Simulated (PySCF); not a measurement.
# Working out the ionisation energy of N+

N+ [He] 2s2 2p2 (3P) → N(2+) [He] 2s2 2p1 (2P). Computed with PySCF 2.14 in x2c-TZVPPall (5s3p2d1f, 31 functions), with scalar relativity by spin-free X2C-1e. Frozen: nothing. Energies in hartree (1 hartree = 27.21139 eV):

```csv
part,N+ (lower),N(2+) (upper)
UHF,-53.921524,-52.848339
MP2 opposite-spin,-0.073722,-0.067598
MP2 same-spin,-0.013636,-0.004211
```

**Question.** What does Hartree-Fock give?

**Answer.** (-52.848339) − (-53.921524) = 1.073185 hartree = 29.203 eV.

**Question.** What do MP2 and SCS-MP2 (6/5 opposite-spin, 1/3 same-spin) give?

**Answer.** The opposite-spin parts differ by 0.167 eV and the same-spin parts by 0.256 eV. MP2: 29.203 + (0.167) + (0.256) = 29.626 eV. SCS-MP2: 29.203 + 1.2 × (0.167) + (0.256)/3 = 29.489 eV.

A first-order spin-orbit estimate adds -0.003 eV to MP2 (valence and next inner shell), giving 29.623 eV against 29.601 eV (semi-empirical (NIST evaluation); NIST Atomic Spectra Database, ionization energies).

What remains against the reference includes basis incompleteness and correlation beyond second order.
